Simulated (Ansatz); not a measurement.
Si₆W⁺. Total charge 1; doublet. Geometry PBE-D4/def2-SVP; atoms count from 1.

Cartesian coordinates in Å:
```
W -0.320 0.149 -1.179
Si -1.647 1.548 0.427
Si -0.819 2.078 2.545
Si 1.782 -0.798 0.025
Si 1.315 -1.357 -2.264
Si -0.611 -2.130 -0.756
Si 0.300 0.510 1.202
```

In the def2 sets W takes a core potential; there is no spin–orbit coupling. Another isomer (doublet) lies 1.65 eV lower at PBE0-D4/def2-TZVP; other spin states weren't run for this one.

Estimate the Mulliken populations from the PBE0/def2-TZVP orbitals of Ansatz.


```json
{"atom": "W1", "charge (e)": "0.51", "spin (α − β)": "0.45", "d electrons": "4.53"}
{"atom": "Si2", "charge (e)": "0.02", "spin (α − β)": "0.10", "d electrons": "–"}
{"atom": "Si3", "charge (e)": "0.17", "spin (α − β)": "0.22", "d electrons": "–"}
{"atom": "Si4", "charge (e)": "0.09", "spin (α − β)": "-0.07", "d electrons": "–"}
{"atom": "Si5", "charge (e)": "0.09", "spin (α − β)": "0.35", "d electrons": "–"}
{"atom": "Si6", "charge (e)": "0.10", "spin (α − β)": "-0.02", "d electrons": "–"}
{"atom": "Si7", "charge (e)": "0.02", "spin (α − β)": "-0.03", "d electrons": "–"}
```
Mulliken values depend strongly on the basis.

Where does the spin sit?

Summed by element: W 0.45, Si 0.55, of 1 unpaired in all. Largest on single atoms: W1 0.45, Si5 0.35, Si3 0.22.

And the Mayer bond orders between heavy atoms (over 0.3)?

W1–Si2 0.95 (2.51 Å); W1–Si4 1.02 (2.60 Å); W1–Si5 1.10 (2.47 Å); W1–Si6 1.70 (2.34 Å); W1–Si7 0.91 (2.49 Å); Si2–Si3 1.14 (2.33 Å); Si2–Si7 0.87 (2.34 Å); Si3–Si7 0.97 (2.35 Å); Si4–Si5 0.77 (2.40 Å); Si4–Si6 0.32 (2.85 Å); Si4–Si7 0.90 (2.30 Å); Si5–Si6 0.57 (2.57 Å).
